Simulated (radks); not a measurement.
The numbers below are computed, except where a source is named.
Mean orbital radii <r> (bohr) of neutral ytterbium, [Xe] 4f14 6s2, at several levels of relativity; Dirac values are averaged over j with weights 2j + 1. Spin-unpolarised spherical Kohn-Sham, PBE, point nucleus unless stated (finite: rms radius 5.3108 fm), a radial shooting solver on a logarithmic mesh with Libxc functionals. A level marked "c x" has the speed of light scaled by that factor.

| shell | non-rel. | scalar-rel., finite nucleus | Dirac, c x 10 | Dirac, c x 100 | change of magnitude, last against first (%) |
|---|---|---|---|---|---|
| 3s | 0.2343 | 0.2167 | 0.2342 | 0.2343 | 0.00 |
| 3p | 0.2242 | 0.2162 | 0.2241 | 0.2242 | 0.00 |
| 3d | 0.1974 | 0.1961 | 0.1974 | 0.1974 | 0.00 |
| 4s | 0.5270 | 0.4879 | 0.5266 | 0.5270 | 0.00 |
| 4p | 0.5370 | 0.5182 | 0.5369 | 0.5370 | 0.00 |
| 4d | 0.5627 | 0.5600 | 0.5627 | 0.5627 | 0.00 |
| 5s | 1.322 | 1.208 | 1.321 | 1.322 | 0.00 |
| 5p | 1.507 | 1.451 | 1.507 | 1.507 | 0.00 |
| 4f | 0.7467 | 0.7914 | 0.7470 | 0.7467 | 0.00 |
| 6s | 4.250 | 3.926 | 4.248 | 4.250 | 0.00 |
| 5d (empty) | 3.318 | - | 3.323 | 3.318 | 0.00 |
| 6p (empty) | 5.791 | - | 5.792 | 5.791 | 0.00 |
